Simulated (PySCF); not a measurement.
Cartesian coordinates in Å; atom numbers follow the order of the lines, from 1:
```xyz
10

N    -1.326    3.036    0.210
C    -1.066    1.907    0.213
Si   -0.654    0.108    0.267
O    -1.396   -0.579   -1.017
O     1.051    0.098    0.116
C     1.616   -1.085   -0.095
O     0.992   -2.104   -0.236
H    -0.999   -0.454    1.588
H    -1.143   -1.501   -1.164
H     2.722   -1.018   -0.127
```

Geometry: PBE0-D3(BJ)/def2-SVP; GIAO absolute shieldings from PySCF, gas phase, non-relativistic, averaged over equivalent atoms.

At PBE0/6-31G (73 basis functions, 7.7 s wall time on 1 thread of an Arm Neoverse V1, shared host):
| atoms | σ (ppm) |
| --- | --- |
| N1 | -67.1 |
| C6 | 40.8 |
| C2 | 81.6 |
| Si3 | 457.2 |
| O7 | -112.4 |
| O5 | 101.7 |
| O4 | 284.0 |
| H10 | 23.94 |
| H8 | 26.58 |
| H9 | 30.22 |

Q: Predict the values at B97-2/pcSseg-1 on the same geometry.

A: 
```tsv
atoms	σ at B97-2/pcSseg-1	change
N1	-94.8	-27.7
C6	17.6	-23.2
C2	63.1	-18.5
Si3	408.2	-49.0
O7	-117.4	-5.0
O5	87.5	-14.2
O4	271.4	-12.6
H10	23.47	-0.47
H8	26.34	-0.24
H9	28.29	-1.93
```

The largest change is at Si3 (silicon bonded to C, 2 O, H). Cost: 141 basis functions, 12 s wall time on 1 thread of an Arm Neoverse V1, shared host.
